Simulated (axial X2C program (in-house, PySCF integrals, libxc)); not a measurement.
N or S: which binds elements of chip processing more strongly?

Calculated with an in-house all-electron X2C program for linear molecules (integrals from PySCF), spin-free (one-electron X2C) or two-component (2c: spin–orbit coupling with atomic mean-field Coulomb and Gaunt terms, which also bring small scalar terms), in Dyall basis sets with cores contracted in-house; open shells are unrestricted.

Level PBE0, spin-free. Dyall triple-zeta sets: BN v3z/av3z; BS v3z/av3z; PN v3z/av3z; PS v3z/av3z; AsN cv3z/av3z; AsS cv3z/av3z; InN cv3z/av3z; InS cv3z/av3z; SnN cv3z/av3z; SnS cv3z/av3z; SbN cv3z/av3z; SbS cv3z/av3z; TaN cv3z/av3z; TaS cv3z/av3z.

Diatomic bonds are a first guide to the radicals met in plasma etching, cleaning and deposition, though surfaces and higher halides or oxides behave in their own way.

```csv
element M,state of MN,Re MN (Å),D0 MN (eV),state of MS,Re MS (Å),D0 MS (eV)
B,"M_S = 1, Λ = 1",1.315,4.59,"M_S = 1/2, Λ = 0",1.610,5.85
P,"M_S = 0, Λ = 0",1.485,5.78,"M_S = 1/2, Λ = 1",1.901,4.30
As,"M_S = 0, Λ = 0",1.597,4.54,"M_S = 1/2, Λ = 1",2.012,3.83
In,"M_S = 1, Λ = 0",2.210,1.89,"M_S = 1/2, Λ = 0",2.275,3.22
Sn,"M_S = 1/2, Λ = 1",1.956,2.53,"M_S = 0, Λ = 0",2.207,4.92
Sb,"M_S = 0, Λ = 0",1.803,3.13,"M_S = 1/2, Λ = 1",2.208,3.44
Ta,"M_S = 0, Λ = 0",1.661,6.38,"M_S = 3/2, Λ = 0",2.127,5.70
```

Problem. Work out the energy at 0 K of MN + S → MS + N for each element.

Solution. ΔE = D0(MN) − D0(MS) at PBE0, spin-free: B -1.26, P 1.48, As 0.71, In -1.33, Sn -2.39, Sb -0.31, Ta 0.68 eV (negative: the exchange gives off energy).

Problem. For which element is the exchange to S most and for which least favourable, and what is the energy of SnN + PS → SnS + PN?

Solution. Sn most (-2.39 eV), P least (1.48 eV). The atoms cancel in the double exchange: ΔE = -2.39 − (1.48) = -3.87 eV, a figure less sensitive to errors in the atoms than D0 itself.

Each entry is the lowest single determinant of a limited PBE0 search at one distance. D0 = De minus the zero-point energy; De goes to single-determinant-based atoms at the same level (for ions the charge split of lowest energy) and is withheld (n/a) where an atom does not fit its ground term or J level. Main or longest-lived isotopes. One determinant is a doubtful description, or other states lie close, for BN, PS, AsS, InN, InS, SnN, SbS, TaN, TaS; these need not be ground states, and all values refer to the states named. The functionals have no current term, which raises determinants with orbital currents. These D0 were not checked against measured values; triple-zeta sets, frozen cores and single determinants leave errors of some tenths of an eV, more for transition metals.
